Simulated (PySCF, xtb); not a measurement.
In(Cl)(NH2)2 (ClH₄InN₂), SMILES [NH2][In]([NH2])[Cl]. Other conformers were not sampled.

Harmonic wavenumbers (cm⁻¹) from xtb with GFN2-xTB at its own minimum, in rising order: 91, 99, 106, 129, 180, 300, 417, 463, 595, 627, 635, 692, 1446, 1458, 3346, 3351, 3377, 3381.

Problem. What does PBE0-D3(BJ)/def2-SVP in PySCF give at its own minimum? (An estimate is asked for; the answer gives what the named calculation found.)

Solution. 106, 115, 134, 189, 255, 361, 414, 442, 607, 638, 769, 820, 1519, 1531, 3571, 3572, 3679, 3679. Paired by order, the mean absolute difference is 98 cm⁻¹ and the zero-point energies are 29.6 and 32.0 kcal/mol.
